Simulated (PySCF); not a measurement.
Ligands exchanged one at a time, Ga F-Br. Isolated molecules, 0 K electronic values unless said otherwise. Strings in code marks are SMILES.

Computed with B3LYP-D3(BJ)/def2-TZVP // PBE0-D4/def2-TZVP (PySCF 2.14.0). All candidates: neutral, multiplicity 1. B3LYP has the VWN-RPA correlation part, as in Gaussian. Excitations are Tamm–Dancoff values on a coarser integration grid. The basis has no diffuse functions, so Rydberg states are missing or too high.

| Quantity | Result |
|---|---|
| S1 excitation (TDA) | 5.47 eV |
| HOMO–LUMO gap | 6.56 eV |
| T1 excitation (TDA) | 5.06 eV |

Problem. Name which member has these values.
(A) `[F][Ga]([Br])[Br]`
(B) `[F][Ga]([F])[F]`
(C) `[F][Ga]([F])[Br]`
(D) `[Br][Ga]([Br])[Br]`

Solution. C, `[F][Ga]([F])[Br]`. The others give `[Br][Ga]([Br])[Br]`: 4.90 eV, 5.89 eV, 4.57 eV; `[F][Ga]([Br])[Br]`: 5.19 eV, 6.22 eV, 4.80 eV; `[F][Ga]([F])[F]`: 7.22 eV, 8.68 eV, 6.86 eV
